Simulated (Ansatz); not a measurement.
| atom | x (Å) | y (Å) | z (Å) |
| --- | --- | --- | --- |
| H | 0.0355 | -0.0349 | -1.3785 |
| Br | 0.0431 | 0.0232 | 0.0499 |

RHF-MP2 on singlet HBr was run in several spherical basis sets with Ansatz (development build ahead of 0.2.0). Frozen core: 9 orbitals.

Task: Rank the basis sets by the total energy that they give, lowest first, with the distance from the lowest.
A. STO-3G
B. 6-31G
C. def2-TZVP
D. aug-cc-pVDZ

Result: C (0.00 eV), D (4.36 eV), B (13.41 eV), A (763.09 eV).

Totals follow the description of the cores as much as that of the bonds, so this order isn't one of quality for chemistry.
